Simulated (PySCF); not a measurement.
# Electron correlation in Cl²⁺ (chlorine, charge +2)

[Ne] 3s1 3p3 4s1, high-spin 6S determinant (an excited configuration). Calculation: PySCF 2.14, in aug-cc-pwCVDZ; the non-relativistic Hamiltonian (point nucleus). Frozen: [Ne]; 5 electrons correlated.

```json
{"level": "CCSD", "correlation energy (mhartree)": "-39.29"}
{"level": "(T)", "correlation energy (mhartree)": "-0.22"}
{"level": "CCSD(T)", "correlation energy (mhartree)": "-39.51"}
```

Diagnostics: T1 = 0.0045, D1 = 0.0139, largest double amplitude 0.044.

The outer electron is Rydberg-like, and this basis confines it to a smaller radius and binds it less than a complete one would.

Cost of the coupled-cluster step: roughly 0.3 core-seconds, for 5 correlated electrons.

Iterations:

```
CC2 = 0
CCSD nocc = (np.int64(5), np.int64(0)), nmo = (31, 31)
frozen orbitals [[0, 1, 2, 3, 4], [0, 1, 2, 3, 4]]
max_cycle = 100
direct = 0
conv_tol = 1e-08
conv_tol_normt = 1e-06
diis_space = 8
diis_start_cycle = 0
Init t2, MP2 energy = -0.0298274609009109
Init E_corr(UCCSD) = -0.029827460912037
cycle = 1  E_corr(UCCSD) = -0.0368686479820618  dE = -0.00704118707  norm(t1,t2) = 0.0290869
cycle = 2  E_corr(UCCSD) = -0.0386401153972299  dE = -0.00177146742  norm(t1,t2) = 0.00847459
cycle = 3  E_corr(UCCSD) = -0.0393130540918005  dE = -0.000672938695  norm(t1,t2) = 0.00265196
cycle = 4  E_corr(UCCSD) = -0.039293119970423  dE = 1.99341214e-05  norm(t1,t2) = 0.00021758
cycle = 5  E_corr(UCCSD) = -0.0392933922306996  dE = -2.72260277e-07  norm(t1,t2) = 1.84953e-05
cycle = 6  E_corr(UCCSD) = -0.0392932618178429  dE = 1.30412857e-07  norm(t1,t2) = 9.67608e-07
cycle = 7  E_corr(UCCSD) = -0.0392932913046697  dE = -2.94868267e-08  norm(t1,t2) = 1.31763e-07
cycle = 8  E_corr(UCCSD) = -0.0392932875034685  dE = 3.80120115e-09  norm(t1,t2) = 2.41405e-08
UCCSD converged
E(UCCSD) = -457.2182022670936  E_corr = -0.03929328750346853
UCCSD(T) correction = -0.000223697503755605
```
